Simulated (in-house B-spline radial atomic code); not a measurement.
Values are calculated unless marked as measured or tabulated.
Zn in an electron gas of r_s = 1.8: phase shifts, screening and friction

A nucleus sits in a uniform electron gas with a rigid positive background. The Kohn-Sham equations are solved self-consistently in the spin-unpolarised LDA (PW92), non-relativistic, on B-splines with outgoing waves at the boundary and partial waves to l = 8. The model has no lattice, no bands and no magnetic solution. Atomic units; δ_l are the phase shifts at the Fermi level, counted so that each bound state adds π, and good to about 0.0005.

The density parameter is r_s = 1.8 bohr.

| l | δ_l (rad) |
| --- | --- |
| 0 | 9.5164 |
| 1 | 6.8667 |
| 2 | 3.2499 |
| 3 | 0.0786 |
| 4 | 0.0168 |
| 5 | 0.0037 |
| 6 | 0.0009 |
| 7 | 0.0002 |
| 8 | 0.0000 |

Bound levels below the band bottom (hartree): p -36.2, s -4.181, p -2.632, d -0.02054, s -0.004737 and deeper ones.

**Question.** Check the Friedel sum rule, and say where the screening charge sits.

**Answer.** k_F = (9π/4)^(1/3)/r_s = 1.06620. The rule is Z = (2/π) Σ (2l + 1) δ_l. The terms are s 6.058, p 13.114, d 10.345, f 0.350 and 0.132 beyond, in all 29.999 against Z = 30. Bound states hold 8 s, 12 p, 10 d electrons, so the scattering states carry 0.00 in all; where a term is smaller than its bound count, the bound level has drawn weight out of the band.

**Question.** Find the transport cross section and the electronic stopping of a 10 keV Zn ion (mass 65.38 u).

**Answer.** σ_tr = (4π/k_F²) Σ (l + 1) sin²(δ_l − δ_(l+1)). The terms for l = 0 to 3 are 0.2231, 0.4187, 0.0026, 0.0153, all together 0.6605, so σ_tr = 11.054 × 0.6605 = 7.302 bohr². With n = 3/(4π r_s³) = 0.04093, the friction coefficient is Q = n k_F σ_tr = 0.3187. For v well below v_F = 1.066, dE/dx = Q v; with 24801 eV per u at v = 1, v = √(10000/(24801 × 65.38)) = 0.0785, so dE/dx = 0.02503 hartree/bohr = 12.9 eV/nm. The largest term couples the p and d waves.
